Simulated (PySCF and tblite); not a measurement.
Results of a calculation; reference values are marked as such.
C9H8O4, numbered as in [CH2:1]=[CH:2][c:3]1[cH:4][o:5][cH:6][c:7]([C:8](=[O:9])[O:10][CH3:11])[c:12]1=[O:13]. Free energies: PBE0-D3(BJ)/6-31G* on GFN2-xTB structures plus GFN2-xTB thermal terms, symmetry and mirror images included. Conformers within 2.5 kcal/mol (GFN2-xTB free energy) were kept, 4 at most. GIAO shieldings: PBE0/6-31G*. Shifts are against TMS (¹H), TMS (¹³C) at the same level; of two unlike H on one atom, a is the less shielded. (PySCF 2.14, tblite 0.8.)

Torsions listed: C1–C2–C3–C4, C6–C7–C8–O10, O9–C8–O10–C11. Of a mirror pair one member is shown.

```csv
conformer,shape,point group,mirror pair,ΔE(DFT),Δ(G−E) at 350 K,δ H1a (ppm)
1,"180°, 159°, -2°",C1,yes,0.00,0.00,7.68
2,"-4°, 166°, -2°",C1,yes,1.03,-0.45,5.69
3,"7°, 39°, -1°",C1,yes,2.94,-0.35,5.67
```

Energies in kcal/mol; the thermal term leaves out symmetry numbers and mirror images.

(1) Work out the weights at 350 K and the ¹H shift of H1a under fast exchange.

## Answers

(1) RT = 0.696 kcal/mol. Each conformer gets RT ln(σ/g), with σ the rotational symmetry number and g = 2 for a mirror pair: 1: σ = 1, g = 2, G = 0.00 + 0.00 − 0.48 = -0.48, 0.00 above the lowest, exp(−ΔG/RT) = 1.000; 2: σ = 1, g = 2, G = 1.03 − 0.45 − 0.48 = 0.09, 0.57 above the lowest, exp(−ΔG/RT) = 0.439; 3: σ = 1, g = 2, G = 2.94 − 0.35 − 0.48 = 2.11, 2.59 above the lowest, exp(−ΔG/RT) = 0.024. The sum is 1.463, so the weights are 68.3, 30.0, 1.6 %. The averaged shift is 7.05 ppm. At 298.15 K it is 7.16 ppm. At 298.15 K the leading conformer alone gives 7.68 ppm and bare DFT energies give 7.37 ppm.


Conformer gaps in 6-31G* on xTB geometries can be 2 kcal/mol off for S=O, P=O and other polar bonds.